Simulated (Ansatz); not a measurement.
Species: SbCl2, net charge 1, singlet state. It need not be the lowest isomer of its formula. SMILES: [Cl][Sb+][Cl]
Geometry: optimised at B3LYP-D3(BJ)/def2-TZVP (Ansatz, an electronic-structure program).

Wanted: vertical electron affinity (to the doublet state of charge +0; a negative value means that the extra electron is unbound and the number depends on the basis; each state is the SCF solution reached for its spin), in eV. Correlated levels leave the core frozen unless marked. Open shells are spin-unrestricted. Spin-orbit coupling is left out. Frozen are the shells of the preceding noble gas and the d and f shells that filled before the atom's block. In def2 rows, elements after Kr have scalar-relativistic effective core potentials. CBS marks a two-point X^-3 extrapolation of the correlation energy; Hartree-Fock from the larger set. [CCSD(T)-MP2]/basis is that difference in the basis named.

| level | program | vertical electron affinity (eV) |
|---|---|---|
| B3LYP/def2-TZVPD | Ansatz | (withheld) |
| BHLYP/def2-TZVPD | Ansatz | (withheld) |
| wB97X/def2-TZVPD | Ansatz | (withheld) |
| SCS-MP2/def2-TZVPPD | Ansatz | 8.06 |
| CCSD/def2-SVPD | Ansatz | 8.11 |
| RI-MP2/CBS(def2-TZVPPD,def2-QZVPPD)+[CCSD(T)-MP2]/def2-TZVPPD | Ansatz | 8.20 |

Task: Fill in the missing entries.

Result: 
- B3LYP/def2-TZVPD, vertical electron affinity (eV): 8.18
- BHLYP/def2-TZVPD, vertical electron affinity (eV): 8.31
- wB97X/def2-TZVPD, vertical electron affinity (eV): 8.27
